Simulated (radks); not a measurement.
O II, configuration [He] 2s2 2p3 (the NIST ground configuration). All-electron calculation, Dirac Kohn-Sham, LDA (Slater exchange, VWN5 correlation), spin-unpolarised, spherical densities, point nucleus; open shells are shared between the two j in proportion to 2j + 1. Program: a radial shooting solver on a logarithmic mesh with Libxc functionals.

Radial electron density D(r) = 4 pi r^2 rho(r):

```
   r/bohr * D(r) (the largest magnitude, 8.42, reaches the edge; | marks zero)
  0.01513 |    *
  0.01939 |      *
  0.02504 |          *
  0.03209 |               *
  0.04113 |                     *
  0.05312 |                              *
  0.06808 |                                       *
  0.08724 |                                                *
   0.1127 |                                                      *
   0.1444 |                                                      *
   0.1851 |                                                *
    0.239 |                                    *
   0.3063 |                         *
   0.3957 |                   *
   0.5071 |                     *
   0.6498 |                         *
   0.8394 |                            *
    1.076 |                        *
    1.378 |               *
     1.78 |       *
    2.282 |  *
    2.924 |*
    3.777 *
     4.84 *
```

D(r) has 2 maxima, at r = 0.130, 0.813 bohr, and minima at 0.425 bohr, inside which lie 2.19 electrons.
